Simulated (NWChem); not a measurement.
Species: CH₅Bi; SMILES [CH3][BiH2]

All runs: NWChem. All runs use the structure optimised with PBE-D3(BJ)/def2-SVP. def2 effective core potentials on Bi; no spin-orbit coupling. Level M06-2X/def2-SVP: energy and gradient on several grids; changes count from the extra-fine grid, which is no exact limit either.

```
grid     size of the energy change (μHa)  largest change of a gradient component (μHa/bohr)  time, medium = 1 (rough)
-------  -------------------------------  -------------------------------------------------  ------------------------
xcoarse                              400                                               8000                   about 1
coarse                               100                                               1000                   about 1
medium                              < 10                                                100                   about 1
fine                                < 10                                               < 30                   about 1
xfine                               < 10                                               < 30                         3
```
